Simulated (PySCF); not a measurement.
CdClHO, SMILES [OH][Cd][Cl].

The structure is a stationary point at B3LYP-D3(BJ)/def2-TZVP. The def2 effective core potentials stand for the cores of Cd; spin–orbit coupling is left out. One conformer was computed; it need not be the lowest.

Method: B3LYP-D3(BJ)/def2-TZVP (PySCF 2.14.0).

Frequencies are harmonic and unscaled.

Computed vibrational spectrum:
```json
[
 {"mode": "1", "ν (cm⁻¹)": "113", "IR (km/mol)": "14.0", "Raman (Å⁴/amu)": "0.1", "depolarisation": "0.40", "moving atoms (share of kinetic energy)": "O 46 %, Cd 28 %, Cl 20 %"},
 {"mode": "2", "ν (cm⁻¹)": "118", "IR (km/mol)": "0.8", "Raman (Å⁴/amu)": "0.1", "depolarisation": "0.75", "moving atoms (share of kinetic energy)": "O 36 %, Cd 26 %, H 20 %, Cl 18 %"},
 {"mode": "3", "ν (cm⁻¹)": "354", "IR (km/mol)": "14.8", "Raman (Å⁴/amu)": "16.1", "depolarisation": "0.24", "moving atoms (share of kinetic energy)": "Cl 77 %, Cd 15 %"},
 {"mode": "4", "ν (cm⁻¹)": "588", "IR (km/mol)": "72.7", "Raman (Å⁴/amu)": "16.4", "depolarisation": "0.22", "moving atoms (share of kinetic energy)": "O 80 %, Cd 17 %"},
 {"mode": "5", "ν (cm⁻¹)": "813", "IR (km/mol)": "53.2", "Raman (Å⁴/amu)": "2.6", "depolarisation": "0.32", "moving atoms (share of kinetic energy)": "H 93 %"},
 {"mode": "6", "ν (cm⁻¹)": "3818", "IR (km/mol)": "54.7", "Raman (Å⁴/amu)": "145.8", "depolarisation": "0.22", "moving atoms (share of kinetic energy)": "H 94 %"}
]
```
